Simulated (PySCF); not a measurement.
SMILES CO[Si](C)C, doublet, B3LYP/def2-SVP optimised geometry.

```
14

C     -1.07     1.35    -0.95
O     -1.32     0.34     0.00
Si    -0.73    -1.23     0.00
C     -1.40    -2.01     1.58
C      1.17    -1.23     0.00
H     -1.45     1.07    -1.95
H      0.01     1.58    -1.05
H     -1.59     2.27    -0.63
H     -1.09    -3.06     1.67
H     -1.03    -1.46     2.46
H     -2.50    -1.98     1.60
H      1.55    -0.68     0.88
H      1.59    -0.77    -0.91
H      1.55    -2.27     0.05
```

Density from unrestricted B3LYP/def2-TZVP run with PySCF at that geometry.

Minimum of the electron density along straight lines between bonded atoms, close to the bond critical point (lines longer than 1.1 times the sum of covalent radii, or with two minima, are not listed):

```
bond    length / Å  ρ at the minimum / e bohr⁻³  ∇²ρ there / e bohr⁻⁵  position (fraction from the first atom)
------  ----------  ---------------------------  --------------------  ---------------------------------------
C1–O2        1.405                        0.260            (withheld)                                     0.35
O2–Si3       1.683                        0.126            (withheld)                                     0.59
Si3–C4       1.887                        0.121            (withheld)                                     0.39
Si3–C5       1.899                        0.118                  0.13                                     0.39
C1–H6        1.107                        0.277                 -0.95                                     0.65
C1–H7        1.107                        0.276                 -0.95                                     0.64
C1–H8        1.102                        0.280                 -0.98                                     0.65
C4–H9        1.102                        0.267                 -0.88                                     0.64
C4–H10       1.105                        0.265                 -0.86                                     0.64
C4–H11       1.101                        0.268                 -0.88                                     0.64
C5–H12       1.105                        0.264                 -0.86                                     0.64
C5–H13       1.102                        0.268                 -0.88                                     0.64
C5–H14       1.102                        0.267                 -0.87                                     0.64
```

What belongs in the gaps?


- C1–O2, ∇²ρ there / e bohr⁻⁵: -0.56
- O2–Si3, ∇²ρ there / e bohr⁻⁵: 0.70
- Si3–C4, ∇²ρ there / e bohr⁻⁵: 0.14
